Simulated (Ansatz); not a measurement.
Input file for Ansatz (a first-principles code): R-B3LYP/def2-TZVPP on C2H6O (SMILES CCO).

Ansatz 0.2 input:
```yaml
crystal:
  periodic: [false, false, false]
  atoms:
    - {symbol: C, position_ang: [-0.86945823, 0.22543886, 0.19974557]}
    - {symbol: C, position_ang: [0.38902598, -0.35353409, -0.42417176]}
    - {symbol: O, position_ang: [1.56359268, 0.37346575, -0.07464728]}
    - {symbol: H, position_ang: [-1.75314064, -0.32642472, -0.12950277]}
    - {symbol: H, position_ang: [-0.98974149, 1.27288739, -0.08075787]}
    - {symbol: H, position_ang: [-0.82897546, 0.16580361, 1.29101413]}
    - {symbol: H, position_ang: [0.49571787, -1.41153713, -0.15303886]}
    - {symbol: H, position_ang: [0.33271285, -0.30098529, -1.51233170]}
    - {symbol: H, position_ang: [1.66016643, 0.35488562, 0.88369054]}
basis:
  gaussian:
    orbitals: def2-TZVPP
hamiltonian:
  xc: {name: B3LYP}
scf: {lower_state_search: off}
```

**Question.** Give the final energy of this run.

**Answer.** -155.1131 hartree.
